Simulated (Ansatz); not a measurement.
Energy profile

The step: AlH₃ + H₂O + H₂O → AlH₃O ([OH][AlH2]) + H₂O + H₂; bonds formed: H2–H7, H5–O8; dative contacts that become bonds: Al1–O6; bonds broken: Al1–H2, H5–O6, H7–O8 (atoms numbered as in the saddle structure below).

```xyz
10
angstrom
Al -1.0480 0.4341 -0.6716
H -0.8096 -1.1895 -0.0851
H -1.1687 0.3662 -2.2565
H -2.1937 1.0223 0.2582
H 1.1253 0.0248 0.5067
O 0.5977 1.0441 -0.1763
H 0.0966 -1.2004 0.4458
O 1.1657 -0.9910 0.9336
H 1.1546 1.4415 -0.8468
H 1.0802 -0.9521 1.8920
```

Electronic energies by CCSD(T) at an estimated basis limit (MP2 extrapolated from triple and quadruple zeta, plus CCSD(T) − MP2 in triple zeta), on PBE0-D4/def2-TZVP structures; AlH₇O₂, singlet; no counterpoise correction. Program: Ansatz 0.2.0. Basis: def2-TZVPP and def2-QZVPP. Cores are frozen in the correlated methods. Extrapolation: Hartree–Fock as exp(−7.88 √X), correlation as X^−2.97.

(1) Give the profile in kJ/mol, counted from the separated reactants. (To be estimated.)

T1 diagnostic: at most 0.013.

Results:

(1) Computed:
| point | kJ/mol |
| --- | --- |
| separated: AlH₃ (Al1, H2, H3, H4; singlet) + H₂O (H5, O6, H9; singlet) + H₂O (H7, O8, H10; singlet) | 0.0 |
| start structure | -143.6 |
| saddle | -86.9 |
| end structure | -160.0 |
| separated: AlH₃O (linked as [OH][AlH2]; Al1, H3, H4, O6, H9; singlet) + H₂ (H2, H7; singlet) + H₂O (H5, O8, H10; singlet) | -123.8 |
The saddle lies below the separated reactants: the barrier is submerged.

The step is the kind of ligand exchange by which a precursor binds to a hydroxyl group, or is hydrolysed, in atomic layer deposition of oxides.

For scale, one of the runs: CCSD(T)/def2-TZVPP, 202 basis functions (an equivalent command: `ansatz run in.yaml --threads 2`). The run took 36 s on 2 CPU threads (shared host), with 2.7 GiB of host memory at its peak.
